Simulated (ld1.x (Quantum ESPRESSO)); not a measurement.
**Reading a pseudo-wave (Li)**

Columns: radius, all-electron u(r) and pseudo u(r) of the 2p shell (level -4.67 eV) of lithium in the configuration 1s2 2s0 2p0; PW91, non-relativistic, ultrasoft scheme, ld1.x (Quantum ESPRESSO) 7.5.

| r (bohr) | all-electron | pseudo |
| --- | --- | --- |
| 0.217 | 0.0332 | 0.0073 |
| 0.435 | 0.1020 | 0.0287 |
| 0.652 | 0.1811 | 0.0628 |
| 0.870 | 0.2596 | 0.1073 |
| 1.088 | 0.3314 | 0.1593 |
| 1.305 | 0.3937 | 0.2152 |
| 1.522 | 0.4454 | 0.2716 |
| 1.740 | 0.4848 | 0.3257 |
| 1.957 | 0.5093 | 0.3740 |
| 2.175 | 0.5203 | 0.4147 |
| 2.392 | 0.5217 | 0.4459 |
| 2.610 | 0.5169 | 0.4671 |
| 2.827 | 0.5081 | 0.4784 |
| 3.045 | 0.4961 | 0.4805 |
| 3.262 | 0.4817 | 0.4749 |
| 3.480 | 0.4654 | 0.4633 |
| 3.697 | 0.4477 | 0.4474 |
| 3.915 | 0.4288 | 0.4289 |
| 4.132 | 0.4092 | 0.4093 |
| 4.350 | 0.3891 | 0.3891 |
| 4.567 | 0.3689 | 0.3689 |
| 4.785 | 0.3486 | 0.3486 |
| 5.002 | 0.3286 | 0.3286 |
| 5.220 | 0.3089 | 0.3089 |
| 5.437 | 0.2898 | 0.2898 |
| 5.655 | 0.2711 | 0.2711 |

**Question.** How many radial nodes do the two functions have?

**Answer.** The all-electron 2p function has n − l − 1 = 0; the pseudo-wave has 0.

**Question.** At about which radius was the pseudo-wave matched?

**Answer.** 4.35 bohr. The columns agree to 0.0005 from 3.70 bohr on; several derivatives are matched, so the curves merge somewhat inside the radius.

**Question.** Is the pseudo-wave norm-conserving?

**Answer.** No, it belongs to an ultrasoft set: the norm inside the radius is not constrained, and the difference is carried by the augmentation charge.
